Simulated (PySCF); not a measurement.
# Where the electron goes

Compound: C2H12BNSi2.
Structure used (PBE0-D3(BJ)/def2-SVP), in Å, numbered top down from 1:
```
atom  x, y, z in Å
C1    -0.805   -1.224    0.411
B2    -0.970    0.165   -0.329
C3    -2.354    0.534   -1.001
N4     0.109    1.082   -0.385
Si5    1.738    0.884    0.254
Si6    2.951   -0.754   -0.915
H7    -1.562   -1.317    1.208
H8     0.180   -1.409    0.869
H9    -1.005   -2.053   -0.289
H10   -2.636   -0.230   -1.747
H11   -3.158    0.520   -0.245
H12   -2.374    1.517   -1.498
H13   -0.062    1.952   -0.882
H14    2.429    2.201    0.080
H15    1.720    0.560    1.714
H16    4.368   -0.793   -0.435
H17    2.953   -0.426   -2.375
H18    2.349   -2.111   -0.735
```

Method used: TDDFT wB97X-D/def2-SVPD, vertical, gas phase, core orbitals frozen in the response (PySCF).

Kohn–Sham orbitals with the atoms that hold most of them (Löwdin shares over 4%, at most four atoms; ? is withheld):

| orbital | ε (eV) | atoms |
| --- | --- | --- |
| HOMO-3 | -11.34 | Si6 20%, H17 15%, Si5 14%, N4 13% |
| HOMO-2 | -11.04 | Si5 23%, N4 23%, H14 14%, Si6 14% |
| HOMO-1 | -10.46 | C3 25%, B2 23%, C1 20%, N4 9% |
| HOMO | -9.36 | ? |
| LUMO | ? | ? |
| LUMO+1 | 1.91 | Si6 26%, Si5 17%, B2 12%, H18 10% |
| LUMO+2 | 2.09 | Si6 33%, Si5 20%, H17 11%, H15 6% |

Problem. Which atoms hold the LUMO, and with what shares?

Solution. B2 (bonded to 2 C and N) 26%; Si5 (bonded to N, Si and 2 H) 19%; Si6 (bonded to Si and 3 H) 12%; H13 (bonded to N) 6%. By element: silicon 31%, boron 26%, hydrogen 6% or more.

Problem. Which atoms hold the HOMO, and with what shares?

Solution. N4 (bonded to B, Si and H) 29%; Si6 (bonded to Si and 3 H) 22%; Si5 (bonded to N, Si and 2 H) 21%; H15 (bonded to Si) 6%. By element: silicon 43%, nitrogen 29%, hydrogen 6% or more.

Problem. What is the LUMO energy, and the HOMO–LUMO gap?

Solution. ε(LUMO) = 1.50 eV; the gap is 10.86 eV (0.3991 hartree).

Problem. The HOMO–LUMO gap is 10.86 eV. Where does the response calculation put the lowest singlet, and from which orbitals?

Solution. S1 is at 6.44 eV (f = 0.010), 4.42 eV below the gap, made of HOMO→LUMO (82%). Without the coupling terms of the response equations the lowest excitation would equal the gap.

Next come S2 at 6.92 eV (f 0.063), HOMO→LUMO+1 (55%), HOMO→LUMO+2 (34%); S3 at 7.26 eV (f 0.199), HOMO→LUMO+1 (27%), HOMO→LUMO+4 (25%), HOMO→LUMO+2 (24%); S4 at 7.38 eV (f 0.077), HOMO→LUMO+3 (54%), HOMO→LUMO+2 (20%); S5 at 7.46 eV (f 0.015), HOMO-1→LUMO+1 (39%), HOMO-1→LUMO+4 (19%), HOMO-1→LUMO+6 (9%).

One conformer stands for the species.
